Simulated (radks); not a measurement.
Results of a calculation; reference values are marked as such.
All-electron atom: In7+ in [Kr] 4d5.5 5p0.5 (fractional occupations, a model configuration).

Level of theory: scalar-relativistic Kohn-Sham, XLYP, spin-unpolarised, spherical densities, finite nucleus; Fermi nuclear charge, rms radius 4.6156 fm (a radial shooting solver on a logarithmic mesh with Libxc functionals).

Energy parts (eV):
| part | energy |
|---|---|
| total | -159660.683 |
| kinetic | 166438.950 |
| electron-nucleus | -380978.882 |
| Hartree | 59135.075 |
| exchange-correlation | -4255.826 |

Orbitals (lengths in bohr, moments of r in powers of bohr; r(90%) holds 90 % of the orbital's charge):
| orbital | occ. | eigenvalue (eV) | <r^4> | r(90%) | <1/r> |
|---|---|---|---|---|---|
| 1s | 2 | -27883.09 | 3.717e-06 | 0.0534 | 51.86 |
| 2s | 2 | -4280.578 | 0.0006508 | 0.199 | 11.82 |
| 2p | 6 | -3855.145 | 0.0004674 | 0.183 | 11.38 |
| 3s | 2 | -910.1991 | 0.02938 | 0.512 | 4.185 |
| 3p | 6 | -770.8981 | 0.03114 | 0.521 | 3.987 |
| 3d | 10 | -554.8452 | 0.02861 | 0.510 | 3.761 |
| 4s | 2 | -234.0519 | 0.8540 | 1.19 | 1.684 |
| 4p | 6 | -190.8622 | 1.153 | 1.28 | 1.548 |
| 4d | 5.5 | -126.4896 | 2.180 | 1.51 | 1.309 |
| 5s | 0 | -88.8291 | 17.59 | 2.52 | 0.7460 |
| 5p | 0.5 | -75.8301 | 25.74 | 2.77 | 0.6761 |
| 4f | 0 | -63.5687 | 10.56 | 2.26 | 0.8652 |
| 5d | 0 | -56.8510 | 53.19 | 3.33 | 0.5669 |
| 6p | 0 | -41.9646 | 227.9 | 4.74 | 0.3989 |

The highest occupied level is 5p at -75.830 eV. The configuration is held as typed, so some empty levels lie below it. Summed over all electrons, <r^2> = 17.86 bohr^2, which gives a Langevin (diamagnetic) susceptibility term of -14.1 x 10^-6 cm^3/mol. The density falls to 0.001 e/bohr^3 at r = 2.88 bohr.
